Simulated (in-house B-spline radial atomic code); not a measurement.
Whole-atom quantities along the 10-electron series, configuration [He] 2s2 2p6. Breit and QED terms are first order and not part of the total energy; the density at the nucleus is averaged over the nuclear charge. Computed with a B-spline radial code for spherical atoms: Dirac-Hartree-Fock, average of the configuration, finite nuclei.

| ion | Z | E/Z² (Eh) | Σ<r²> (bohr²) | n(0)/Z³ (bohr⁻³) | Lamb diamagnetic shielding (ppm) | repulsion over attraction | Breit energy (eV) | self-energy (eV) | vacuum polarisation (eV) | Dirac less non-relativistic energy (Eh) |
| --- | --- | --- | --- | --- | --- | --- | --- | --- | --- | --- |
| Br25+ | 35 | -1.7873 | 0.27575 | 1.0004 | 2395 | 0.059335 | 31.131 | 25.679 | -2.5778 | -30.709 |
| Kr26+ | 36 | -1.7951 | 0.25822 | 1.0222 | 2472.25 | 0.05773 | 34.088 | 28.304 | -2.8926 | -34.584 |
| Rb27+ | 37 | ? | ? | ? | ? | ? | ? | ? | ? | ? |
| Sr28+ | 38 | ? | ? | ? | ? | ? | ? | ? | ? | ? |
| Zr30+ | 40 | -1.8242 | 0.20223 | 1.1195 | 2785.44 | 0.052059 | 47.825 | 40.743 | -4.4614 | -53.95 |
| Nb31+ | 41 | -1.831 | 0.19101 | 1.1455 | 2864.86 | 0.050803 | 51.767 | 44.378 | -4.9413 | -59.88 |

**Question.** Fill in the row of Rb27+.

**Answer.** E/Z² (Eh): -1.8027; Σ<r²> (bohr²): 0.24228; n(0)/Z³ (bohr⁻³): 1.0451; Lamb diamagnetic shielding (ppm): 2549.9; repulsion over attraction: 0.056205; Breit energy (eV): 37.23; self-energy (eV): 31.116; vacuum polarisation (eV): -3.2364; Dirac less non-relativistic energy (Eh): -38.822.

**Question.** Fill in the row of Sr28+.

**Answer.** E/Z² (Eh): -1.8101; Σ<r²> (bohr²): 0.22774; n(0)/Z³ (bohr⁻³): 1.069; Lamb diamagnetic shielding (ppm): 2627.97; repulsion over attraction: 0.054755; Breit energy (eV): 40.563; self-energy (eV): 34.12; vacuum polarisation (eV): -3.6111; Dirac less non-relativistic energy (Eh): -43.447.

**Question.** With what power of Z does the column «self-energy (eV)» change over this range?

**Answer.** A fit of the logarithm of its size against log Z from Z = 35 to 41 has slope 3.46. One-loop self-energy scales as Z⁴F(Zα), with F falling from low Z to about Z = 90.
